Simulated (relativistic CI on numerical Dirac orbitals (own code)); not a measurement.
Ions with 22 electrons, Ti to Rb¹⁵⁺

Method of calculation: Dirac-Coulomb-Breit CI, orbitals from a KLI potential per configuration, model QED (radiative potential, 1s self-energy scaled to tabulated hydrogen-like ionisation energies), valence Slater integrals scaled by 0.9, P86 correlation energy added to each configuration (own radial code, finite nucleus).

CI space (outside the closed core [Ne]): 3s2 3p6 3d4, 3s2 3p5 3d5, 3s 3p6 3d5, 3s2 3p6 3d3 4s, 3s2 3p6 3d3 4p, 3s2 3p6 3d2 4s2, 3s2 3p6 3d 4s2 4p, 3p6 3d6, 3p5 3d7. Double excitations out of closed p, d and f shells are left out; levels of such configurations are missing from the list, as are those of other unlisted configurations, and high levels can miss mixing partners.

Energies above each ion's lowest level, in eV. Levels are followed by their leading LS label, which can pass from one level to another where the coupling changes.

```tsv
Ion	3s2 3p6 3d4 5D_0	3s2 3p6 3d4 5D_1	3s2 3p6 3d4 5D_2	3s2 3p6 3d4 5D_3	3s2 3p6 3d4 5D_4
Ti					
V⁺	0	0.0039288	0.01165	0.022924	0.037446
Cr²⁺	0	0.0071087	0.020984	0.04105	0.066614
Mn³⁺	?	?	?	?	?
Fe⁴⁺	0	0.017066	0.04982	0.096194	0.15399
Co⁵⁺	0	0.024417	0.070763	0.13554	0.21529
Ni⁶⁺	0	0.0339	0.097379	0.18482	0.29103
Cu⁷⁺	0	0.046069	0.13093	0.24589	0.3835
Zn⁸⁺	0	0.061639	0.17295	0.32092	0.49525
Ga⁹⁺	0	0.081531	0.22532	0.41243	0.62912
Ge¹⁰⁺	0	0.10694	0.29032	0.52336	0.78829
As¹¹⁺	0	0.13941	0.37075	0.65715	0.97629
Se¹²⁺	0	0.18094	0.47001	0.81781	1.1971
Br¹³⁺	0	0.23404	0.59221	1.01	1.4552
Kr¹⁴⁺	0	0.30188	0.74226	1.2392	1.7554
Rb¹⁵⁺	0	0.38835	0.92592	1.5115	2.1031
```

Problem. Fill in the row of Mn³⁺.

Solution. 3s2 3p6 3d4 5D_0 0, 3s2 3p6 3d4 5D_1 0.01141, 3s2 3p6 3d4 5D_2 0.03351, 3s2 3p6 3d4 5D_3 0.065153, 3s2 3p6 3d4 5D_4 0.10504 (eV).

In the calculation the lowest level changes from 3s2 3p6 3d2 4s2 3F_2 to 3s2 3p6 3d4 5D_0 at V⁺.

Between Z = 34 and 37 the energy of 3s2 3p6 3d4 5D_1 follows a local power law Z^9.0. For orientation: electrostatic splittings inside a shell grow about linearly with the screened charge, excitations that change n as its square, and fine structure as its fourth power; written in Z itself the exponents are larger, since the screened charge grows faster in proportion.

The members near neutrality are the least accurate: they can be off by several eV, miss lower levels of configurations outside the list, or start from a wrong lowest level.
